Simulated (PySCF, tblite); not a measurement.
Isomers of C5H12N2OSi, one GFN2-xTB conformer each. Single-point energies are computed at PBE0/pcSseg-1 (PySCF, gas phase, no added dispersion term), electronic only.

Question: Rank them by PBE0/pcSseg-1 energy, lowest first (kcal/mol).
A. `[CH3:1][O:2][C@@:3]([CH3:4])([CH2:5][C:6]#[N:7])[SiH2:8][NH2:9]` with C1–O2–C3–C4 -52°, O2–C3–C5–C6 175°, O2–C3–Si8–N9 -56°, C3–Si8–N9–H -179° and 46°
B. `[CH3:1]/[CH:2]=[CH:3]\[Si@H:4]([NH:5][CH3:6])[C:7]([NH2:8])=[O:9]` with C2–C3–Si4–N5 57°, C3–Si4–N5–C6 59°, C3–Si4–C7–N8 -37°, Si4–C7–N8–H 180° and 6°

Answer: B (0.0), A (21.8).

As drawn, the lower has a C=O bond, a C(=O)–N unit and a C=C bond outside aromatic rings, which the higher lacks; the higher has a C≡N group, which the lower lacks. GFN2-xTB itself gives, in the same order: 0.5, 0.0. GFN2-xTB puts CO[C@@](C)(CC#N)[SiH2]N lowest instead.

Question: Which frontier levels, dipoles and rotational constants go with these structures?

Answer: 
```csv
SMILES,"HOMO (eV, PBE0/pcSseg-1)",LUMO (eV),dipole (D),"A, B, C (MHz)"
C/C=C\[Si@H](NC)C(N)=O,-6.51,-0.58,3.14,"1425, 1185, 835.5"
CO[C@@](C)(CC#N)[SiH2]N,-7.47,0.60,4.50,"1485, 1217, 871.0"
```

Question: What happens when harmonic zero-point energies from GFN2-xTB frequencies are added?

Answer: 
| SMILES | ZPE (kcal/mol) | electronic (kcal/mol) | with ZPE (kcal/mol) |
| --- | --- | --- | --- |
| C/C=C\[Si@H](NC)C(N)=O | 104.0 | 0.0 | 0.0 |
| CO[C@@](C)(CC#N)[SiH2]N | 102.8 | 21.8 | 20.5 |

The zero-point energies span 1.2 kcal/mol. The order is unchanged.
